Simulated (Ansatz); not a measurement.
Geometry optimisation, Ansatz, UHF/6-31G*.

Input:

```yaml
crystal:
  periodic: [false, false, false]
  atoms:
    - { symbol: B, position_ang: [0.0, 1.0e-06, -0.076969] }
    - { symbol: H, position_ang: [0.0, 1.0e-06, 1.109291] }
    - { symbol: F, position_ang: [1.122901, -1.0e-06, -0.743796] }
    - { symbol: F, position_ang: [-1.122901, -1.0e-06, -0.743796] }
    - { symbol: Cl, position_ang: [0.0, 0.0, 3.68527] }
magnetization:
  spin_polarized: true
  initial_magnetization: 1
basis:
  gaussian: { orbitals: "6-31G*" }
hamiltonian:
  xc: hf
relax:
  f_tol: 0.03
  max_steps: 50
output:
  orbitals: {}
```

Launched with:

```bash
$ ansatz run input.yaml --threads 1 --pin off --max-ram 2048MiB --backend cpu --events-out ev --progress --plain --runs-dir out
```

Task: Where does it end, and by what steps?

Result: The forces met the threshold. After 16 steps the energy has fallen by 0.057 eV; Cl5 moved furthest, 1.12 Å.

```tsv
step	energy less start (eV)	largest force component (eV/Å)	accepted
0	0.0000	0.284	yes
1	-0.0107	0.165	yes
2	-0.0338	0.060	yes
3	-0.0421	0.031	yes
4	-0.0430	0.524	yes
5	-0.0489	0.256	yes
6	0.0505	1.844	no
7	-0.0506	0.148	yes
8	-0.0519	0.109	yes
9	-0.0522	0.113	yes
10	-0.0539	0.159	yes
11	-0.0549	0.106	yes
12	-0.0556	0.133	yes
13	-0.0553	0.179	no
14	-0.0559	0.070	yes
15	-0.0565	0.047	yes
16	-0.0567	0.025	yes
```

```xyz
5
Properties=species:S:1:pos:R:3
B 0.000 0.009 -0.353
H 0.000 0.061 0.827
F 1.119 -0.021 -1.024
F -1.119 -0.021 -1.024
Cl 0.000 -0.029 4.804
```

Whether the end is a true minimum wasn't checked by a vibrational analysis.

Time of the run: 26 s on 1 thread of Arm Neoverse V2, on a shared host, peak memory 0.16 GiB.
